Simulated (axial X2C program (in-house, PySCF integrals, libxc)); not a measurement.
Potential curves of HfN⁻, spin-free

Computed with an in-house all-electron X2C program for linear molecules (integrals from PySCF). Spin-free means the one-electron spin-free X2C Hamiltonian. Basis: Hf dyall-acv3z [14s15p10d7f4g], N dyall-av3z [7s7p3d2f] (cores contracted in-house); Gaussian nuclei, density fitting, unrestricted open shells. Masses: Hf 179.947 u, N 14.003 u.

State: M_S = 0, Λ = 0 (closed shell). Energies in kJ/mol from the lowest point of each curve. Fits are polynomials in 1 − R0/R over 0.85 to 1.23 times the lowest point R0.

```
 R (Å)    PBE0  BHandHLYP      HF   CCSD
1.5077  164.48     160.10  149.24       
1.5770   70.31      67.16   60.50  91.04
1.6290   28.53      26.32   22.19  41.74
1.6810    6.37       5.19    3.23  12.68
1.7330    0.00       0.00    0.00   0.00
1.7937    8.31       9.89   12.10   1.65
1.8543   29.55      32.97   37.46  16.95
1.9323   70.57      76.76   84.51  51.25
2.0276  134.21     144.37  156.86       
2.1663  239.82     256.80  277.94
```

Correlated methods: 10 electrons correlated (number of frozen shells: Hf 5 s, 4 p, 2 d, 1 f; N 1 s), 334 virtual spin orbitals or spinors in MP2, 88 natural virtuals in coupled cluster.

One determinant describes the state; a PBE0 search over occupations chose it and may have missed a lower one. The closed shell is kept restricted, so the energy runs too high when the bond is stretched far. CCSD ran in a truncated set of natural virtual spinors with an MP2 remainder; without triples it tends to underbind. The outer-core s and p shells of the metal are frozen in the correlated rows, which leaves out core–valence correlation; for alkali and alkaline-earth bonds that tends to lengthen them. The T1 diagnostic is large, a sign of multireference character. With the outer-core shells frozen, correlated bond lengths of heavy atoms tend to come out a few hundredths of an ångström too long. Coupled cluster ran on the points near the minimum only. MP2 and coupled cluster on one determinant become unreliable at the stretched end.

Task: Fit the PBE0 curve near its minimum: give the equilibrium distance and the harmonic wavenumber.

Result: At PBE0, spin-free: Re = 1.731 Å, ωe ≈ 1010 cm⁻¹; Be follows as 0.433 cm⁻¹.

Task: What are Re and ωe at the BHandHLYP level?

Result: At BHandHLYP, spin-free: Re = 1.726 Å, ωe ≈ 1030 cm⁻¹; Be follows as 0.435 cm⁻¹.

Task: Fit the HF curve near its minimum: give the equilibrium distance and the harmonic wavenumber.

Result: At HF, spin-free: Re = 1.719 Å, ωe ≈ 1040 cm⁻¹; Be follows as 0.439 cm⁻¹.

Task: What are Re and ωe at the CCSD level?

Result: At CCSD, spin-free: Re = 1.756 Å, ωe ≈ 974 cm⁻¹; Be follows as 0.421 cm⁻¹.
